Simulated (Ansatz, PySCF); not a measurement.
Reaction (SMILES): F[Si](F)(F)F → F[Si](F)F + F atom (the F-Si bond at the site shown breaks; other sites are not compared here)
Structures are relaxed separately at B3LYP-D3(BJ)/def2-TZVP in Ansatz (an electronic-structure program).

Property: bond dissociation energy (enthalpy at 298 K, with B3LYP-D3(BJ) rigid-rotor harmonic-oscillator terms from PySCF), in kJ/mol. Correlated levels leave the core frozen unless marked. Open shells are spin-unrestricted. No spin-orbit coupling. No relativistic terms. CBS marks a two-point X^-3 extrapolation of the correlation energy; Hartree-Fock from the larger set. The bracket is a focal-point correction in the basis named.

```csv
level,program,bond dissociation energy (kJ/mol)
SVWN5/def2-TZVPD,Ansatz,?
PBE0/def2-TZVP,Ansatz,658.1
BHLYP-D4/def2-TZVPD,Ansatz + dftd4,?
LC-wPBE-D3(BJ)/def2-TZVPD,Ansatz + dftd3,667.1
B2GP-PLYP/def2-TZVPD,Ansatz,?
CCSD/6-31G*,Ansatz,659.0
"RI-MP2/CBS(cc-pV(T+d)Z,cc-pV(Q+d)Z)+[CCSD(T)-MP2]/cc-pV(T+d)Z",Ansatz,697.8
```

Q: Some entries are withheld; supply them.

A: 
- SVWN5/def2-TZVPD, bond dissociation energy (kJ/mol): 758.8
- BHLYP-D4/def2-TZVPD, bond dissociation energy (kJ/mol): 649.7
- B2GP-PLYP/def2-TZVPD, bond dissociation energy (kJ/mol): 675.7
